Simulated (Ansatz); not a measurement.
Input for Ansatz (a quantum-chemistry and plane-wave program): R-RI-MP2/aug-cc-pVTZ on C2H5F3 (a complex), monomers drawn apart or pushed together. Files ending in .json are basis or fitting sets from the Basis Set Exchange.

Ansatz 0.2 input:
```yaml
crystal:
  periodic: [false, false, false]
  atoms:
    - {symbol: C, position_ang: [0.08672985, -0.71236164, -0.22889416]}
    - {symbol: F, position_ang: [0.32033012, 0.51066980, 0.40338687]}
    - {symbol: H, position_ang: [-0.02825051, -1.47859878, 0.53634464]}
    - {symbol: H, position_ang: [-0.82289845, -0.62502595, -0.82320302]}
    - {symbol: H, position_ang: [0.93838050, -0.93642624, -0.87133675]}
    - {symbol: F, position_ang: [0.02966648, -1.13104217, 3.53148663]}
    - {symbol: C, position_ang: [0.28470487, 0.18254402, 3.81386228]}
    - {symbol: F, position_ang: [0.32654246, 0.32360984, 5.16887557]}
    - {symbol: H, position_ang: [-0.52960498, 0.78766747, 3.41767528]}
    - {symbol: H, position_ang: [1.25652809, 0.44509763, 3.39815658]}
basis:
  gaussian:
    orbitals: aug-cc-pVTZ
    fitting: {mean_field: def2-universal-JKFIT, correlation: aug-cc-pVTZ-RIFIT.json}
magnetization: {spin_polarized: false}
correlation: {method: mp2, electrons: outside_noble_gas}
scf: {lower_state_search: off}
```

It printed:

```
WARN ansatz: RAYON_NUM_THREADS=1 ignored (pool sized by the plan → 1); use --threads N
Functional definition: HF
these checks for a lower state are left out or cut short: stability, starts, cluster_reference, orbital_swaps, neighbouring_geometries, increment
integrals: 0.44 GiB planned
471 factors; integrals over basis functions are off by at most 9.5e-1 eV
mean field: 0.69 GiB planned
mean field evaluation 1: about -10258.9143 eV, gradient 3.6e1 eV
mean field evaluation 2: about -10260.8186 eV, gradient 2.0e1 eV
mean field evaluation 4: about -10261.3599 eV, gradient 5.7e-1 eV
mean field -10261.36190878 eV, -377.0980947469 hartree, gradient 1.2e-6 eV, S^2 0.000000; 0 other end points of the search recorded, 0 dependent functions left out
5 core orbitals not correlated
760 factors; their error is unknown
reference -10261.36190878 eV, -377.0980947469 hartree; 17, 17 occupied and 323, 323 virtual orbitals, 760 factors
second order -30.89792278 eV of doubles, -0.00000000 eV of singles
Total energy: -10292.25983156 eV, -378.2335724657 hartree
Checks for a lower state left out: stability, starts, cluster_reference, orbital_swaps, neighbouring_geometries, increment
```

Self-consistency was reached.

Cost: very roughly 6 core-seconds.
